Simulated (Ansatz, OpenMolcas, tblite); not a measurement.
GeNH3Cl (SMILES [NH2][GeH][Cl]): methods side by side

GeNH3Cl has 6 atoms, charge 0, and is taken as a doublet. SMILES: `[NH2][GeH][Cl]`. The coordinates come from a PBE0-D4/def2-TZVP relaxation. This is one conformer, not always the lowest.

Quantity: the vertical energy of the quartet above the doublet, in eV. The values are calculated.

```csv
level,kind,program,value (eV),less CCSD(T)/cc-pVDZ
IPEA1-xTB,semi-empirical,tblite,6.47,-0.28
U-revPBE/cc-pVDZ,GGA,Ansatz,6.31,-0.44
UM06-L/cc-pVDZ,meta-GGA,OpenMolcas,6.83,+0.08
UPBE0/cc-pVDZ,global hybrid,OpenMolcas,6.56,-0.19
UCAM-B3LYP/cc-pVDZ,range-separated hybrid,Ansatz,6.78,+0.03
UB2PLYP/cc-pVDZ,double hybrid,Ansatz,6.77,+0.02
RPA@PBE0/cc-pVDZ,RPA,Ansatz,6.73,-0.02
UMP2/cc-pVDZ,perturbation theory,Ansatz,6.95,+0.20
UBCCD(T)/cc-pVDZ,coupled cluster or CI,Ansatz,6.75,0.00
UCCSD(T)/cc-pVDZ,coupled cluster or CI,Ansatz,6.75,0.00
```

UCCSD(T)/cc-pVDZ is the highest level here, not the true value. All-electron rows without a relativistic Hamiltonian named are non-relativistic. The values span 6.31 to 6.95 eV. In the correlated wave-function rows the outer d shell of Ge is correlated, in sets not made for it.
